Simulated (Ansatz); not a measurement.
Two isomers of CH7BOSSi: A = `OBCS[SiH3]`, B = `BO[SiH2]SC`.

Isolated molecules relaxed with PBE0-D4/def2-TZVP in Ansatz; ΔE leaves out vibrations. CBS: MP2 limit from def2 TZ/QZ plus the TZ coupled-cluster correction, frozen cores. DFT in def2-TZVPP. One conformer a species, not always the lowest.

(1) Which isomer does CCSD(T)/CBS put lower? Give the gap. (An estimate is asked.)

(2) Give E(B) − E(A) in kJ/mol with PBE0-D4, B2PLYP, MP2/def2-TZVPP, CCSD/def2-TZVPP, ωB97M-V, PBE-D4, CCSD(T)/def2-TZVPP. (Best estimate.)

Largest T1 diagnostic: 0.012.

## Answers

(1) Ansatz gave: B, by 84.7 kJ/mol.

(2) The calculation gave: PBE0-D4 -74.7, B2PLYP -86.6, MP2/def2-TZVPP -85.6, CCSD/def2-TZVPP -84.6, ωB97M-V -82.9, PBE-D4 -70.8, CCSD(T)/def2-TZVPP -82.9. None reverses the order clearly.

From PBE to PBE0 (25 % exact exchange), in def2-TZVPP and without D4, E(B) − E(A) moves by −4.0 kJ/mol. In def2-TZVPP, CCSD(T) changes the Hartree–Fock value by +15.8 kJ/mol (the triples alone add +1.7 kJ/mol) and MP2 by +13.1 kJ/mol.
